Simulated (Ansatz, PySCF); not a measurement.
Mg(I)(Et) (C2H5IMg), SMILES C[CH2][Mg][I]. Atoms are numbered in the order given.

```xyz
9

Mg    -0.1903    -0.9286     0.2425
I      1.0878     0.8930     1.5551
C     -1.2296    -2.4117    -0.8240
C     -1.7594    -2.0025    -2.2082
H     -2.0638    -2.7559    -0.1849
H     -0.5572    -3.2846    -0.9177
H     -0.9488    -1.6909    -2.8890
H     -2.4674    -1.1581    -2.1503
H     -2.2944    -2.8281    -2.7127
```
Charge 0, spin multiplicity 1.

The structure is a stationary point at B3LYP-D3(BJ)/def2-SVP. The def2 effective core potentials stand for the cores of I; spin–orbit coupling is left out. The values are those of a single conformer.

Two levels are set side by side: PBE-D3(BJ)/def2-SVP (Ansatz, a quantum-chemistry and plane-wave program) and B3LYP-D3(BJ)/def2-SVP (Ansatz). Each level has its own optimised geometry; the coordinates shown are those of the second. Frequencies come from the Hessian of PySCF at each geometry. Differences are taken from unrounded values.

```tsv
quantity	B3LYP-D3(BJ)	PBE-D3(BJ)	PBE-D3(BJ) minus B3LYP-D3(BJ)
mean bond length (Å)	1.468	1.475	0.007
bond Mg1–I2 (Å)	2.584	2.593	0.009
bond Mg1–C3 (Å)	2.102	2.112	0.010
bond C3–C4 (Å)	1.538	1.537	0.000
bond C3–H5 (Å)	1.106	1.113	0.007
bond C3–H6 (Å)	1.106	1.113	0.007
bond C4–H7 (Å)	1.103	1.111	0.007
bond C4–H8 (Å)	1.103	1.111	0.007
bond C4–H9 (Å)	1.106	1.113	0.008
highest harmonic wavenumber (cm⁻¹)	3084	3036	-48
mean harmonic wavenumber (cm⁻¹)	1344	1312	-32
zero-point energy (kcal/mol)	40.35	39.40	-0.95
```

GGA bonds tend to be longer and softer than those of functionals with exact exchange. Differences between two approximate levels are no errors against the true value.
